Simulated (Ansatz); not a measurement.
Compare A (`[CH3][Ga]([NH2])[Cl]`) with its isomer B (`[NH2][GaH][CH2]Cl`).

Computed with Ansatz on PBE0-D4/def2-TZVP structures; ΔE is electronic, products minus reactants. CCSD(T)/CBS adds triple-zeta CCSD(T) − MP2 to the extrapolated MP2 energy (def2 sets, frozen cores). Functionals use def2-TZVPP. For Ga outer-core shells are correlated without core-valence functions, which leaves a few kJ/mol of doubt a bond. Scalar relativity is left out up to krypton. One conformer a species, not always the lowest.

**Question.** Which is lower in electronic energy at CCSD(T)/CBS, and by how much? (An estimate is asked.)

**Answer.** The calculation gave: A, by 207.9 kJ/mol.

**Question.** Give E(B) − E(A) in kJ/mol with MP2/def2-TZVPP, BLYP-D4, B2PLYP, PBE-D4, CCSD/def2-TZVPP, LDA (SPW92), HF/def2-TZVPP. (An estimate is asked.)

**Answer.** Ansatz gave: MP2/def2-TZVPP 214.9, BLYP-D4 197.5, B2PLYP 209.5, PBE-D4 198.1, CCSD/def2-TZVPP 210.8, LDA (SPW92) 196.4, HF/def2-TZVPP 221.7. None reverses the order clearly.

**Question.** Does the order hold for the free energy at 298.15 K (harmonic terms from PBE0-D4)? (An estimate is asked.)

**Answer.** Ansatz gave: Yes: G(B) − G(A) = +202.4 kJ/mol, for one conformer each. Modes under 60 cm⁻¹, often nearly free rotors, make the harmonic entropy too high.

Largest T1 diagnostic: 0.013.

At CCSD(T), def2-SVP lies +4.4 kJ/mol from the extrapolated value and def2-TZVPP +0.7 kJ/mol. From PBE to PBE0 (25 % exact exchange), in def2-TZVPP and without D4, E(B) − E(A) moves by +8.1 kJ/mol.
